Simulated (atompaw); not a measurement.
gallium (Ga): one change to a PAW (atompaw) potential, before and after

Ga (Z = 31), PAW, made with atompaw 4.2.0.5 (LDA (PW92), scalar-relativistic). Core [Ar] 3d10, reference 4s2 4p1. Waves: 4s (bound): rc 1.95 bohr; 4s channel at 1.8 Ry: rc 2.40 bohr; 4p (bound): rc 2.40 bohr; 4p channel at 0.95 Ry: rc 2.40 bohr. Local part: bessel scheme, radius 2.00 bohr. Core correction: smooth core density matched at 2.10 bohr. Augmentation charge: sinc compensation charge, radius 2.30 bohr; PAW radius 2.40 bohr; waves and projectors: custom polynom2 7 10 vanderbiltortho.

Change: wave 4s (bound): rc 1.95 bohr becomes 4s (bound): rc 2.28 bohr.

Cutoffs: the cutoffs (Ry, on a coarse ladder) from which the occupation-weighted sum of valence levels, in a spherical-Bessel basis at the reference potential, stays within 10 and 1 mRy of its value at 400 Ry; they do not see the model core or the augmentation charge, which bear on the density cutoff.

**Question.** What does the change do?

**Answer.** The potential gets softer (12 Ry and 18 Ry → 6 Ry and 12 Ry); neither file shows a bound ghost.

```csv
quantity,base,changed
"cutoff, loose",12 Ry,6 Ry
"cutoff, tight",18 Ry,12 Ry
loose cutoff by channel (10 mRy a level),"s 10 Ry, p 6 Ry","s 6 Ry, p 6 Ry"
bound ghosts,none,none
s: phases at 2.41 bohr within 0.05 rad from the reference energy up to (Ry; the scan ends near 5),3.4,3.9
p: phases at 2.41 bohr within 0.05 rad from the reference energy up to (Ry; the scan ends near 5),to the end of the scan,to the end of the scan
lowest overlap eigenvalue by channel,"s 0.03, p 0.95","s 0.79, p 0.95"
```

 The cutoffs see the waves, projectors and local potential, not the compensation charge or the core.
